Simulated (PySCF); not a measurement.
CdI2, SMILES [I][Cd][I].

Geometry: r2SCAN-D4/def2-SVP. The isomer is the one that the SMILES or the coordinates give; other isomers of the formula were not compared. The def2 effective core potentials stand for the cores of Cd, I; spin–orbit coupling is left out.

Computed with r2SCAN-D4/def2-SVP (PySCF).

Frequencies are harmonic and unscaled.

Modes within 1.5 cm⁻¹ of each other (mostly degenerate sets) share a row, with their intensities summed.

```tsv
mode	ν (cm⁻¹)	IR (km/mol)	moving atoms (share of kinetic energy)
1–2	52	5.9	Cd 69 %, I 31 %
3	149	0.0	I 100 %
4	269	35.5	Cd 69 %, I 31 %
```
